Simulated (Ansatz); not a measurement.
`F/C([SeH])=C\[TeH]`, charge 0, multiplicity 1.

(1) Give a relaxed structure at PBE0-D4/def2-TZVP (Ansatz 0.2.0). (An estimate is asked.)

Results:

(1) Ansatz gave: 
Z-matrix (Å, degrees):
```
C
Se 1 1.897
C 1 1.324 2 123.6
F 1 1.338 2 114.6 3 -175.1
H 2 1.473 1 94.7 3 -125.0
Te 3 2.084 1 126.7 2 -172.2
H 3 1.081 1 118.5 2 7.4
H 6 1.654 3 94.2 1 3.0
```
